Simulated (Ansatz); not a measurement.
Cost and result for the atomization energy of `O[SiH]O[SiH](O)Cl` radical (10 atoms, 9 bonds).

```
atom   x (Å)   y (Å)   z (Å)
  O1   2.495  -0.293   0.063
 Si2   1.370  -0.128   1.246
  O3  -0.155  -0.406   0.676
 Si4  -1.145  -0.106  -0.567
  O5  -2.517   0.627  -0.110
 Cl6  -0.110   1.102  -1.890
  H7   2.401   0.259  -0.717
  H8   1.670  -1.198   2.236
  H9  -1.532  -1.340  -1.258
 H10  -2.477   1.483   0.320
```

Total charge 0; spin multiplicity 2. The geometry is a stationary point of PBE0-D4/def2-TZVP. It is one conformer, not always the lowest. Program: Ansatz. All runs use 2 threads of an AMD EPYC 7R13 on a shared host and a share of an NVIDIA H100 80 GB. Times are those of one run each, without the atoms' runs, and a repeat can differ threefold. Electronic energies, without spin–orbit coupling; frozen cores. CCSD(T)/CBS adds CCSD(T) − MP2 in def2-TZVPP to the MP2 limit, and its time is that of the two runs behind it. T1 = 0.013; ⟨S²⟩ of the reference is 0.75. B3LYP takes the VWN-RPA correlation (the form of Gaussian; ORCA's B3LYP/G).

CCSD(T)/CBS is a level of theory with its own doubt, some kJ/mol a heavy atom from the limit and from the frozen cores, so smaller differences don't rank the functionals.

```json
{"level": "B3LYP-D4/def2-TZVPP (with forces)", "functions": "275", "wall time": "2.3 s"}
{"level": "PBE0-D4/def2-TZVPP", "functions": "275", "wall time": "2.5 s"}
{"level": "PBE-D4/def2-TZVPP (with forces)", "functions": "275", "wall time": "3 s"}
{"level": "B2PLYP/def2-TZVPP", "functions": "275", "wall time": "3.2 s"}
{"level": "MP2/def2-QZVPP", "functions": "501", "wall time": "3.3 s"}
{"level": "ωB97X-V/def2-TZVPP", "functions": "275", "wall time": "3.4 s"}
{"level": "r2SCAN-D4/def2-TZVPP (with forces)", "functions": "275", "wall time": "3.6 s"}
{"level": "ωB97M-V/def2-TZVPP (with forces)", "functions": "275", "wall time": "4.3 s"}
{"level": "CCSD(T)/def2-TZVPP", "functions": "275", "wall time": "9.5 s"}
{"level": "CCSD(T)/CBS(def2)", "functions": "–", "wall time": "13 s"}
```

(1) What atomization energy does each give, and how far from CCSD(T)/CBS? (An estimate is asked.)

Answers

(1) The calculation gave: 
```json
{"level": "B3LYP-D4/def2-TZVPP (with forces)", "atomization (kcal/mol)": "900.2", "difference from CCSD(T)/CBS": "-11.8", "per bond": "-1.3"}
{"level": "PBE0-D4/def2-TZVPP", "atomization (kcal/mol)": "895.3", "difference from CCSD(T)/CBS": "-16.7", "per bond": "-1.9"}
{"level": "PBE-D4/def2-TZVPP (with forces)", "atomization (kcal/mol)": "915.3", "difference from CCSD(T)/CBS": "3.3", "per bond": "0.4"}
{"level": "B2PLYP/def2-TZVPP", "atomization (kcal/mol)": "894.0", "difference from CCSD(T)/CBS": "-18.0", "per bond": "-2.0"}
{"level": "MP2/def2-QZVPP", "atomization (kcal/mol)": "930.4", "difference from CCSD(T)/CBS": "18.4", "per bond": "2.0"}
{"level": "ωB97X-V/def2-TZVPP", "atomization (kcal/mol)": "909.6", "difference from CCSD(T)/CBS": "-2.4", "per bond": "-0.3"}
{"level": "r2SCAN-D4/def2-TZVPP (with forces)", "atomization (kcal/mol)": "912.2", "difference from CCSD(T)/CBS": "0.2", "per bond": "0.0"}
{"level": "ωB97M-V/def2-TZVPP (with forces)", "atomization (kcal/mol)": "909.3", "difference from CCSD(T)/CBS": "-2.7", "per bond": "-0.3"}
{"level": "CCSD(T)/def2-TZVPP", "atomization (kcal/mol)": "880.1", "difference from CCSD(T)/CBS": "-31.9", "per bond": "-3.5"}
{"level": "CCSD(T)/CBS(def2)", "atomization (kcal/mol)": "912.0", "difference from CCSD(T)/CBS": "0.0", "per bond": "0.0"}
```

From PBE to PBE0 (25 % exact exchange), in def2-TZVPP and without D4, the atomization energy moves by −19.0 kcal/mol: exact exchange takes away binding that semilocal exchange gives to molecules. The D4 term adds +11.4 kcal/mol with B3LYP and +6.0 kcal/mol with PBE0; it sums over pairs of atoms, weighted by their polarisabilities, and B3LYP, whose exchange is more repulsive, gets the larger term. In def2-TZVPP, CCSD(T) changes the Hartree–Fock value by +230.7 kcal/mol (the triples alone add +15.0 kcal/mol) and MP2 by +261.5 kcal/mol; breaking electron pairs costs correlation energy, which Hartree–Fock lacks.
